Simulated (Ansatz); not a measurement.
The first iterations of a band of C2H6GeO2 (11 atoms, charge 0, multiplicity 1).

Theory: Ansatz 0.2.0, RKS PBE/def2-SVP.

| Item | Value |
| --- | --- |
| movable images | 1 |
| climbing image | yes |
| spring | 5.0 eV/Å² |
| optimiser | quadratic models (default) |
| start path | through a guess of the saddle point |
| force threshold | 0.03 eV/Å |
| iteration limit | 60 |
| end points | relaxed |

First end point:

```xyz
11
Properties=species:S:1:pos:R:3
C -1.082 0.255 1.297
Ge 0.708 -0.188 0.620
C 0.724 -0.305 -1.389
O 1.549 -0.902 -2.050
O -0.300 0.399 -1.944
H -1.443 1.184 0.816
H -1.791 -0.562 1.062
H -1.058 0.401 2.394
H 1.215 -1.556 1.142
H 1.738 0.913 0.993
H -0.194 0.304 -2.921
```

Last end point:

```xyz
11
Properties=species:S:1:pos:R:3
C -1.083 0.235 1.426
Ge 0.633 -0.164 0.568
C 0.314 0.036 -1.408
O 1.185 -0.674 -2.168
O -0.558 0.740 -1.880
H -1.512 1.138 0.951
H -1.787 -0.607 1.283
H -0.954 0.416 2.511
H 1.162 -1.585 0.895
H 1.716 0.883 0.949
H 0.948 -0.477 -3.107
```

| iteration | highest image above the first end (eV) | largest band force component (eV/Å) |
| --- | --- | --- |
| 1 | 2.952 | 6.370 |
| 2 | 1.785 | 3.885 |
| 3 | 2.158 | 6.476 |
| 4 | 1.749 | 4.642 |
| 5 | 1.224 | 0.864 |

Task: Does the band converge within its limit, and where does its top end?

Result: The run converged. It ended after 15 iterations with the highest image 1.174 eV above the first end. Another band between the same ends (5 images) ends at a top of the same energy, where a vibrational analysis finds 1 clearly imaginary mode. So few images can step over the top or miss a turn of the path. The orbitals stay closed-shell, which can raise the energy where a bond breaks towards radicals; this wasn't checked here.

The run took 29 s on 2 threads of Intel(R) Xeon(R) CPU @ 2.60GHz (Ice Lake) (shared host), peak memory 0.18 GiB.
